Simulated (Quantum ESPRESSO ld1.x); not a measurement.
As11+, 22 electrons, occupied as [Ar] 3d4. All-electron calculation, Dirac Kohn-Sham, LDA (Slater exchange, VWN5 correlation), spin-unpolarised, spherical densities, point nucleus; open shells fill j = l - 1/2 first. Program: ld1.x of Quantum ESPRESSO 7.5.

Normalised radial functions P(r) = r R(r) (large component), r in bohr:

r	2p1/2	3p3/2	3d3/2
0.001521	0.0049	0.0011	0.0000
0.001701	0.0058	0.0013	0.0000
0.001903	0.0068	0.0016	0.0000
0.002128	0.0081	0.0020	0.0000
0.002399	0.0098	0.0026	0.0000
0.002684	0.0117	0.0032	0.0000
0.003002	0.0140	0.0040	0.0000
0.003358	0.0168	0.0050	0.0000
0.003756	0.0202	0.0061	0.0000
0.004201	0.0243	0.0076	0.0001
0.004699	0.0293	0.0094	0.0001
0.005255	0.0354	0.0117	0.0001
0.005925	0.0433	0.0147	0.0002
0.006628	0.0523	0.0181	0.0002
0.007413	0.0633	0.0223	0.0003
0.008292	0.0765	0.0275	0.0004
0.009274	0.0925	0.0338	0.0005
0.01037	0.1118	0.0414	0.0007
0.0116	0.1350	0.0507	0.0010
0.01298	0.1628	0.0619	0.0014
0.01463	0.1987	0.0764	0.0019
0.01637	0.2387	0.0928	0.0026
0.01831	0.2862	0.1122	0.0035
0.02048	0.3421	0.1353	0.0048
0.0229	0.4075	0.1623	0.0065
0.02562	0.4837	0.1939	0.0088
0.02865	0.5715	0.2303	0.0119
0.03205	0.6719	0.2720	0.0159
0.03613	0.7941	0.3226	0.0218
0.04042	0.9220	0.3753	0.0290
0.04521	1.0627	0.4329	0.0385
0.05056	1.2149	0.4944	0.0509
0.05656	1.3764	0.5583	0.0669
0.06326	1.5436	0.6226	0.0874
0.07076	1.7118	0.6841	0.1133
0.07914	1.8747	0.7389	0.1459
0.08923	2.0347	0.7847	0.1896
0.09981	2.1616	0.8095	0.2398
0.1116	2.2572	0.8103	0.3003
0.1249	2.3128	0.7808	0.3721
0.1397	2.3207	0.7150	0.4557
0.1562	2.2753	0.6082	0.5510
0.1747	2.1745	0.4577	0.6570
0.1954	2.0204	0.2641	0.7717
0.2204	1.8038	0.0142	0.9004
0.2465	1.5655	-0.2488	1.0207
0.2757	1.3078	-0.5261	1.1350
0.3084	1.0474	-0.7995	1.2359
0.3449	0.8006	-1.0483	1.3157
0.3858	0.5812	-1.2520	1.3668
0.4315	0.3986	-1.3926	1.3828
0.4826	0.2567	-1.4578	1.3596
0.5442	0.1483	-1.4394	1.2903
0.6087	0.0820	-1.3455	1.1870
0.6808	0.0416	-1.1915	1.0527
0.7615	0.0192	-0.9977	0.8969
0.8517	0.0080	-0.7874	0.7308
0.9526	0.0029	-0.5829	0.5666
1.066	0.0010	-0.4025	0.4154
1.192	0.0003	-0.2575	0.2860
1.344	0.0001	-0.1452	0.1773
1.503	0.0000	-0.0772	0.1045
1.681	0.0000	-0.0370	0.0564
1.88	0.0000	-0.0157	0.0275

2p1/2: eigenvalue -1636.5 eV, 0 radial nodes, <r> = 0.175 bohr, 90 % of the charge inside 0.286 bohr. 3p3/2: eigenvalue -402.10 eV, 1 radial node at r = 0.222 bohr, <r> = 0.564 bohr, 90 % of the charge inside 0.847 bohr. 3d3/2: eigenvalue -312.54 eV, 0 radial nodes, <r> = 0.537 bohr, 90 % of the charge inside 0.847 bohr.
